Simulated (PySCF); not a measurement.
C₄H₈O, SMILES C1OCCC1.

The structure is a stationary point at PBE0-D3(BJ)/def2-SVP. The values are those of a single conformer.

Method: TDA-PBE/def2-SVPD run with PySCF.

Vertical excitations. Gas-phase values at a fixed geometry. State labels are in the subgroup C2.

| state | symmetry | energy (eV) | λ (nm) | f | main pairs |
|---|---|---|---|---|---|
| S1 | B | 5.54 | 224 | 0.009 | HOMO→LUMO 100 % |
| S2 | A | 6.36 | 195 | 0.000 | HOMO→LUMO+2 97 % |
| S3 | A | 6.39 | 194 | 0.000 | HOMO→LUMO+1 96 % |
| S4 | B | 6.55 | 189 | 0.007 | HOMO→LUMO+3 100 % |
| S5 | A | 7.27 | 170 | 0.000 | HOMO→LUMO+5 100 % |
| S6 | B | 7.29 | 170 | 0.011 | HOMO→LUMO+4 97 % |
| S7 | A | 7.50 | 165 | 0.014 | HOMO−1→LUMO 100 % |
| S8 | B | 7.69 | 161 | 0.006 | HOMO→LUMO+6 96 % |
| S9 | B | 7.92 | 157 | 0.107 | HOMO→LUMO+7 97 % |
| S10 | A | 8.02 | 155 | 0.000 | HOMO−2→LUMO 99 % |
| T1 | B | 5.47 | 227 | 0 | HOMO→LUMO 100 % |
| T2 | A | 6.23 | 199 | 0 | HOMO→LUMO+1 90 % |
| T3 | A | 6.30 | 197 | 0 | HOMO→LUMO+2 90 % |
| T4 | B | 6.48 | 191 | 0 | HOMO→LUMO+3 100 % |
Triplets are in the Tamm–Dancoff approximation.
